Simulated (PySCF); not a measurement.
## F (fluorine, neutral) across methods

[He] 2s1 2p6, 2S determinant (an excited configuration). All numbers are calculated (PySCF 2.14, no relativity, point nucleus, in dyall-acv3z (15s9p4d2f, 76 functions)).

```csv
method,E (hartree),mean ε 2s α (eV),mean ε 2p α (eV),mean ε 2p β (eV),Σ⟨r²⟩ (bohr²),⟨S²⟩
LDA,-98.4443,-30.982,-12.529,-10.861,11.07,0.753
revPBE,-99.0420,-31.338,-12.348,-10.584,11.05,0.754
PBE0,-98.9411,-35.368,-14.995,-12.349,10.92,0.756
PBE,-98.9814,-31.297,-12.400,-10.646,11.06,0.754
r2SCANh,-98.9628,-34.663,-14.134,-11.543,10.86,0.758
r2SCAN,-98.9760,-33.278,-13.174,-10.886,10.88,0.757
CAM-B3LYP,-99.0249,-36.677,-16.595,-14.075,11.02,0.756
UHF,-98.53906,-47.108,-22.369,-16.258,10.85,0.775
TPSSh,-99.0340,-33.647,-13.611,-11.336,10.93,0.755
```
